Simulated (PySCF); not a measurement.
# Löwdin shares of the frontier orbitals

Compound: C₅H₆FN.
Z-matrix (Å and degrees, PBE0-D3(BJ)/def2-SVP geometry), rows numbered from 1:
```
C 
N   1  1.4389
C   2  1.3639  1  125.59
C   3  1.3819  2  109.01  1  -177.33
C   4  1.4129  3  105.59  2     0.18
F   5  1.3281  4  125.53  3  -179.63
C   2  1.3731  1  124.76  3  -176.55
H   1  1.1003  2  110.69  3  -131.73
H   1  1.0976  2  109.21  3   -12.71
H   1  1.1020  2  111.57  3   107.19
H   3  1.0882  2  120.80  1     2.72
H   4  1.0870  3  127.32  2  -179.36
H   7  1.0865  2  122.46  1    -3.02
```

Method used: PySCF, TDDFT CAM-B3LYP/def2-SVPD, vertical, gas phase, core orbitals frozen in the response.

Frontier orbitals with the atoms that hold most of them (Löwdin shares over 4%, at most four atoms; ? is withheld):

```csv
orbital,ε (eV),atoms
LUMO+2,2.12,"C5 28%, F6 18%, C4 14%, C7 12%"
LUMO+1,1.64,"C3 20%, N2 16%, C7 15%, C4 11%"
LUMO,1.19,"C1 35%, H9 11%, H10 11%, H8 10%"
HOMO,-7.51,?
HOMO-1,-8.11,?
HOMO-2,-11.56,"F6 36%, C5 18%, C4 17%, C7 12%"
HOMO-3,-12.12,"N2 20%, C1 18%, C3 12%, F6 10%"
```

Give the leading atoms of the HOMO.

C7 (bonded to C, N and H) 29%; C3 (bonded to C, N and H) 23%; C5 (bonded to 2 C and F) 18%; N2 (bonded to 3 C) 10%. By element: carbon 70% or more, nitrogen 10%.

Which atoms hold the HOMO-1, and with what shares?

C4 (bonded to 2 C and H) 31%; N2 (bonded to 3 C) 25%; C5 (bonded to 2 C and F) 15%; C3 (bonded to C, N and H) 9%. By element: carbon 54% or more, nitrogen 25%.

The HOMO–LUMO gap is 8.70 eV. Where does the response calculation put the lowest singlet, and from which orbitals?

S1 is at 6.02 eV (f = 0.0015), 2.68 eV below the gap, made of HOMO→LUMO (88%). 

Give energy, strength and leading configuration of S1, S2 and S3, and follow the Löwdin shares of the leading atoms from the occupied to the empty orbital.

- S1 (6.02 eV, f 0.0015), HOMO→LUMO (88%): C7 29% → at most 11%, C3 23% → at most 11%, C1 at most 11% → 35%, H9 at most 11% → 11%
- S2 (6.22 eV, f 0.132), HOMO→LUMO+1 (88%): C7 29% → 15%, C3 23% → 20%, N2 10% → 16%
- S3 (6.48 eV, f 0.072), HOMO-1→LUMO+1 (72%): C4 31% → 11%, N2 25% → 16%, C3 9% → 20%
